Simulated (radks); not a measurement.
Results of a calculation; reference values are marked as such.
Question: All-electron atom: neutral ruthenium in [Kr] 4d8 (not the ground configuration). Code: a radial shooting solver on a logarithmic mesh with Libxc functionals. Model: Dirac Kohn-Sham, LDA (Slater exchange, Perdew-Wang correlation), spin-unpolarised, spherical densities, point nucleus; open shells are shared between the two j in proportion to 2j + 1. Some entries of the table are withheld. Estimate them.

orbital,occ.,eigenvalue (eV),<1/r> (bohr^-1),r(max) (bohr)
1s1/2,2,-21894.37,45.83,0.02174
2s1/2,2,-3145.570,10.48,(1)
2p1/2,2,-2908.268,10.47,0.09549
2p3/2,4,-2777.551,9.916,0.09949
3s1/2,2,-551.0745,3.619,0.3622
3p1/2,2,-458.9285,(2),0.3487
3p3/2,4,-436.7375,(3),0.3584
3d3/2,4,-272.9756,3.215,0.2990
3d5/2,6,-268.6478,3.180,0.3018
4s1/2,2,-73.6769,(4),0.9134
4p1/2,2,-46.2269,1.228,0.9650
4p3/2,4,-42.8202,1.185,0.9906
4d3/2,3.2,-3.5698,(5),1.223
4d5/2,4.8,-3.2735,(6),1.237

Answer: 
(1) 2s1/2 r(max) (bohr): 0.1232
(2) 3p1/2 <1/r> (bohr^-1): 3.524
(3) 3p3/2 <1/r> (bohr^-1): 3.390
(4) 4s1/2 <1/r> (bohr^-1): 1.353
(5) 4d3/2 <1/r> (bohr^-1): 0.7815
(6) 4d5/2 <1/r> (bohr^-1): 0.7667
